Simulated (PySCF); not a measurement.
## KSi and its ions

PBE0; K x2c-SVPall, Si x2c-SVPall; spin-free X2C with a Gaussian nucleus (PySCF 2.14). Neutral (UKS): quartet (σ ↑, π ↑↑), Re = 3.056 Å, ωe = 204 cm⁻¹, De = 1.51 eV, HOMO -3.76 eV, LUMO -1.53 eV.

KSi⁺ (UKS): triplet (σ ↑, π ↑), Re = 3.715 Å, ωe = 90.0 cm⁻¹, De = 0.31 eV to K⁺ + Si. The energies at the minima are -891.76606 hartree for KSi and -891.56084 for KSi⁺.

Q: Work out the adiabatic ionisation energy, without and with harmonic zero-point energies (1 hartree = 27.2114 eV, 1 eV = 8065.5 cm⁻¹), and the change of the bond length.

A: At PBE0: 0.20522 hartree = 5.584 eV between the minima; the zero-point term (90.0 − 204.0)/2 cm⁻¹ = -0.007 eV makes it 5.577 eV. Re changes by +65.9 pm against the neutral. The electron leaves a π orbital, and the ion is left as a loose complex of an ion and an atom.

Weak bonds: KSi⁺. Basis-set superposition, not corrected here, can be much of De in a small basis, most of all at correlated wavefunction levels. For an ion De counts to the pair picked by the measured ionisation energies or electron affinities, which need not be the lowest pair at this level. States were picked by a PBE0 search and need not be the measured ground states.
